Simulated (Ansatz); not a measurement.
Total energies of As₃P₂⁺ from Ansatz at r2SCAN-D4/def2-TZVP, gas phase (1 Eh = 27.2114 eV = 2625.5 kJ/mol). The reference geometry is relaxed at PBE-D4/def2-SVP.

```xyz
5

P     1.2128    0.2000   -1.0977
P     0.3884   -1.5991   -0.0713
As    0.6991    0.4144    1.2883
As   -1.6047   -0.4993    0.5055
As   -0.6957    1.4841   -0.6247
```

| state | geometry | energy (Eh) |
| --- | --- | --- |
| charge 1 singlet | reference | -7390.10858 |
| charge 0 doublet | reference | -7390.33658 |
| charge 1 triplet | relaxed at PBE-D4/def2-SVP | -7390.05614 |
| charge 1 quintet | relaxed at PBE-D4/def2-SVP | -7389.99681 |

**Question.** Work out the vertical electron affinity, to the doublet.

**Answer.** E(charge 1 singlet) − E(charge 0 doublet) = -7390.10858 − (-7390.33658) = 0.22800 Eh = 6.20 eV.

**Question.** Which of the charge 1 states is lowest, and how far above it are the others?

**Answer.** The singlet. triplet: -7390.05614 − (-7390.10858) = 0.05244 Eh = 137.7 kJ/mol; quintet: -7389.99681 − (-7390.10858) = 0.11177 Eh = 293.5 kJ/mol. The triplet differs in its bonds from the reference. The quintet differs in its bonds from the reference.

The structure comes from a short search, and lower isomers may exist.
